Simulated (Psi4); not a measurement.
H3O (SMILES [OH3+]), charge +1, singlet, at a GFN2-xTB geometry; Psi4 with WB97X/def2-SVP.

Psi4 was given this input:
```
memory 2 GB

molecule mol {
1 1
  O     0.070940    0.002888    0.031336
  H    -0.025127    0.805022   -0.529842
  H     0.027376   -0.824717   -0.498515
  H    -0.569771   -0.003407    0.777672
}

set basis def2-svp
set reference rks

energy('wb97x')
print_variables()
```

Problem. What does Psi4 print? Leave out banner, timings and long lists.

Solution. 
```
   => Loading Basis Set <=

    Name: DEF2-SVP
    Role: ORBITAL
    Keyword: BASIS

         ---------------------------------------------------------
                                   SCF
               by Justin Turney, Rob Parrish, Andy Simmonett
                          and Daniel G. A. Smith
                              RKS Reference
         ---------------------------------------------------------

  ==> Geometry <==

    Molecular point group: c1
    Full point group: C1

    Geometry (in Angstrom), charge = 1, multiplicity = 1:

       Center              X                  Y                   Z               Mass
    ------------   -----------------  -----------------  -----------------  -----------------
         O            0.041351986842     0.001683348088     0.018266017208    15.994914619570
         H           -0.054715013158     0.803817348088    -0.542911982792     1.007825032230
         H           -0.002212013158    -0.825921651912    -0.511584982792     1.007825032230
         H           -0.599359013158    -0.004611651912     0.764602017208     1.007825032230

  Running in c1 symmetry.

  Rotational constants: A =     10.90263  B =     10.90262  C =      6.28875 [cm^-1]
  Rotational constants: A = 326852.50812  B = 326852.41250  C = 188532.01948 [MHz]
  Nuclear repulsion =   13.884761372656026

  Charge       = 1
  Multiplicity = 1
  Electrons    = 10
  Nalpha       = 5
  Nbeta        = 5

  ==> Algorithm <==

  SCF Algorithm Type is DF.
  DIIS enabled.
  MOM disabled.
  Fractional occupation disabled.
  Guess Type is SAD.
  Energy threshold   = 1.00e-06
  Density threshold  = 1.00e-06
  Integral threshold = 1.00e-12

  ==> Primary Basis <==

  Basis Set: DEF2-SVP
    Blend: DEF2-SVP
    Number of shells: 15
    Number of basis functions: 29
    Number of Cartesian functions: 30
    Spherical Harmonics?: true
    Max angular momentum: 2

  ==> DFT Potential <==

   => LibXC <=

    Version 7.1.2
    S. Lehtola, C. Steigemann, M. J. T. Oliveira, and M. A. L. Marques,  SoftwareX 7, 1–5 (2018) (10.1016/j.softx.2017.11.002)

   => Composite Functional: WB97X <=

    wB97X Hyb-GGA Exchange-Correlation Functional

    J.-D. Chai and M. Head-Gordon,  J. Chem. Phys. 128, 084106 (2008) (10.1063/1.2834918)

    Deriv               =              1
    GGA                 =           TRUE
    Meta                =          FALSE

    Exchange Hybrid     =           TRUE
    MP2 Hybrid          =          FALSE

[...]
   @DF-RKS iter   2:   -76.60156396846058   -2.41326e-02   8.75616e-03 ADIIS/DIIS
   @DF-RKS iter   3:   -76.62291816309578   -2.13542e-02   1.24987e-03 ADIIS/DIIS
   @DF-RKS iter   4:   -76.62346746348722   -5.49300e-04   1.42007e-04 ADIIS/DIIS
   @DF-RKS iter   5:   -76.62347426803474   -6.80455e-06   1.91559e-05 DIIS
   @DF-RKS iter   6:   -76.62347447472614   -2.06691e-07   2.36693e-06 DIIS
   @DF-RKS iter   7:   -76.62347448267089   -7.94475e-09   3.27131e-07 DIIS
  Energy and wave function converged.

  ==> Post-Iterations <==

   Electrons on quadrature grid:
      Ntotal   =    9.9999992737 ; deviation = -7.263e-07

    Orbital Energies [Eh]
    ---------------------

    Doubly Occupied:

[...]
    Virtual:

[...]
    Final Occupation by Irrep:
              A
    DOCC [     5 ]
    NA   [     5 ]
    NB   [     5 ]

  @DF-RKS Final Energy:   -76.62347448267089

   => Energetics <=

    Nuclear Repulsion Energy =             13.8847613726560262
    One-Electron Energy =                -128.3096381850785406
    Two-Electron Energy =                  44.4168171880177169
    DFT Exchange-Correlation Energy =      -6.6154148582660959
    Empirical Dispersion Energy =           0.0000000000000000
    VV10 Nonlocal Energy =                  0.0000000000000000
    Total Energy =                        -76.6234744826708862

Computation Completed

Properties will be evaluated at   0.000000,   0.000000,   0.000000 [a0]

Properties computed using the SCF density matrix

 Multipole Moments:

 ------------------------------------------------------------------------------------
     Multipole            Electronic (a.u.)      Nuclear  (a.u.)        Total (a.u.)
 ------------------------------------------------------------------------------------

 L = 1.  Multiply by 2.5417464519 to convert [e a0] to [Debye]
 Dipole X            :         -0.0141558           -0.6150494           -0.6292052
 Dipole Y            :         -0.0005752           -0.0250373           -0.0256125
 Dipole Z            :         -0.0062578           -0.2716799           -0.2779377
 Magnitude           :                                                    0.6883346

 ------------------------------------------------------------------------------------

  Variable Map:
  ----------------------------------------------------------------------------
[...]
  Array Variable Map:
  ----------------------------------------------------------------------------
[...]
[...]
```
